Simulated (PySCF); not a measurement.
## Structure from NMR data

The spectra below were simulated for a compound C6H13BO2.

1H NMR (600 MHz, computed): δ 6.88 (m, 1H), 5.55 (d, 1H), 3.65 (s, 6H), 2.11 (m, 2H), 1.04 (t, 3H).

13C{1H} NMR (computed): δ 168.3 (CH), 124.3 (CH), 53.0 (CH3, 2C), 36.0 (CH2), 16.4 (CH3).

All values are calculated (PySCF 2.14.0 with density-fitted response routines): shielding tensors at B3LYP/pcSseg-1 (GIAO), geometry: PBE0-D3(BJ)/def2-SVP. No relativistic terms, fast rotation and ring inversion assumed for equivalent nuclei, no solvent model, a single conformation.

Chemical shifts δ = σref − σ; 1H, 13C against TMS, all at this level.

Which of these isomers gave the spectra?
A. C=C(C)COB(C)OC
B. CC/C=C/B(OC)OC
C. C/C=C\CB(OC)OC
D. COBC1(OC)CCC1
E. C=C(CC)B(OC)OC

Results:

B. 

- 5 carbon signals for 6 carbons: some carbons are equivalent by symmetry or fast rotation.
- Carbon types of the structure: 2 × CH, 1 × CH2, 3 × CH3, which accounts for all hydrogens.
- δC 168.3, 124.3: alkene CH.
- δC 53.0: methyl carbon bonded to O; pulled downfield by the heteroatom.
- δC 16.4: methyl carbon; a saturated carbon with 1 carbon neighbour and no heteroatom attached.
- δH 6.88, 5.55: hydrogen on an alkene CH; a vinylic proton, deshielded by the sp2 carbon and the C=C anisotropy.
- δH 2.11: hydrogen on an allylic sp3 CH2; allylic position.

The others: C=C(CC)B(OC)OC has carbons computed at 158.5, 131.1, 53.9, 37.1, 17.4, with a different DEPT pattern; COBC1(OC)CCC1 would give 7 signals for carbon-bound and other non-exchanging H, not 5; C=C(C)COB(C)OC would give 6 carbon signals, not 5; C/C=C\CB(OC)OC has carbons computed at 139.8, 127.6, 52.2, 16.5, 13.3.

A carbon bonded to boron is broadened by the quadrupolar boron nucleus and is often missing from a measured spectrum. Shifts are as computed. Against solution values, carbons near 30 ppm lie about +2 ppm off and those near 130 ppm about +6 ppm. Of 1211 compounds with measured shifts, 218 miss one by over three times the rms of a fit or turn the order of signals round; such compounds aren't used in these exercises. Multiplicities follow the n + 1 count of equivalent neighbours, as no J values were calculated; m marks all less simple cases, F and P coupling included.
